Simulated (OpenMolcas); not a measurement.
Mn4+ in a point-charge field

Mn4+ among 5 point charges of -1.5 e arranged as a square pyramid (C4v), 1.67 Å from the ion, with the axial distance 1.536 Å.
```
   1.6700    0.0000    0.0000  -1.50
   0.0000    1.6700    0.0000  -1.50
  -1.6700    0.0000    0.0000  -1.50
   0.0000   -1.6700    0.0000  -1.50
   0.0000    0.0000    1.5364  -1.50
```

```
Program             : OpenMolcas
Method              : SS-CASPT2, IPEA 0.25 Eh, imaginary shift 0.1 Eh (closed shells correlated: 3s 3p)
Basis               : ANO-RCC-VDZP [5s4p2d1f]
Scalar Hamiltonian  : DKH2, point nucleus
Active space        : 3 electrons in 5 orbitals (3d)
State averaging     : 2S+1 = 4 even, 10 roots; 2S+1 = 2 even, 40 roots
Spin-orbit coupling : state interaction with AMFI integrals over the reference wave functions
```

The lowest spin-free states, above the lowest:

| State | Degeneracy | E (cm-1) | Free-ion L (%) |
| --- | --- | --- | --- |
| 2S+1 = 4 | 1 | 0 | F (100) |
| 2S+1 = 4 | 2 | 2700 | F (99) |
| 2S+1 = 4 | 1 | 4650 | F (100) |
| 2S+1 = 4 | 1 | 5260 | F (92) |
| 2S+1 = 4 | 2 | 6390 | F (100) |
| 2S+1 = 4 | 1 | 18870 | P (92) |
| 2S+1 = 2 | 1 | 19400 | G (85) |
| 2S+1 = 2 | 2 | 20080 | G (82) |
| 2S+1 = 2 | 1 | 20410 | G (86) |
| 2S+1 = 2 | 1 | 21330 | G (74) |
| 2S+1 = 2 | 1 | 21720 | G (96) |
| 2S+1 = 2 | 1 | 22230 | G (92) |
| 2S+1 = 2 | 2 | 22540 | G (87) |
| 2S+1 = 4 | 2 | 23180 | P (99) |
| 2S+1 = 2 | 2 | 25090 | H (58) |
| 2S+1 = 2 | 1 | 25670 | H (68) |
| 2S+1 = 2 | 1 | 26220 | H (89) |
| 2S+1 = 2 | 1 | 26900 | H (62) |
| 2S+1 = 2 | 2 | 27590 | P (61) |
| 2S+1 = 2 | 1 | 28460 | P (87) |

The lowest levels with spin-orbit coupling:

| E (cm-1) | Degeneracy | 2S+1 | g |
| --- | --- | --- | --- |
| 0 | 2 | 4 | 1.74 3.20 3.20 |
| 28 | 2 | 4 | 0.01 0.01 5.24 |
| 2440 | 2 | 4 | 1.12 1.12 1.88 |
| 2730 | 2 | 4 | 1.57 1.88 1.88 |
| 2930 | 2 | 4 | 1.08 1.08 4.26 |
| 3100 | 2 | 4 | 1.53 1.53 7.63 |
| 4600 | 2 | 4 | 2.10 2.57 2.57 |
| 4730 | 2 | 4 | 0.17 0.17 6.45 |
| 5270 | 2 | 4 | 1.69 3.33 3.33 |
| 5300 | 2 | 4 | 0.50 0.50 5.36 |
| 6520 | 2 | 4 | 3.35 3.35 4.64 |
| 6610 | 2 | 4 | 2.77 3.83 3.83 |
| 6690 | 2 | 4 | 0.56 4.25 4.25 |
| 6760 | 2 | 4 | 1.86 5.12 5.12 |
| 18920 | 2 | 4 | 0.00 0.00 5.98 |
| 18940 | 2 | 4 | 1.99 3.84 3.84 |
| 19400 | 2 | 2 | 0.34 0.34 1.29 |
| 19990 | 2 | 2 | 2.02 2.02 2.93 |
| 20350 | 2 | 2 | 0.13 1.79 1.79 |
| 20580 | 2 | 2 | 0.77 3.74 3.74 |

Powder χT (cm3 K/mol): 0.784 at 2 K, 0.971 at 10 K, 1.25 at 50 K, 1.31 at 100 K, 1.38 at 200 K, 1.45 at 300 K. The effective moment at 300 K is 2.828 √(χT) = 3.40 μB.

The lowest level has 2S+1 = 4, for which the spin-only value is χT = S(S+1) / 2 = 1.875 cm3 K/mol (g = 2). The computed 1.446 at 300 K differs by -0.429, through orbital momentum, spin-orbit coupling and any other state in reach.

Free-ion shares, where given, are those of the reference states; single-state CASPT2 does not remix them. Point charges carry no covalency, so the field is a model and not that of real ligands. An unlabelled pair can be two single states that coincide in this model. No measured value stands beside these numbers.

The CASPT2 steps took 4.5 s on 1 thread of Arm Neoverse V1, with other jobs on the host; the integral step is not counted.

A state without a sure symmetry label is named by its multiplicity alone.
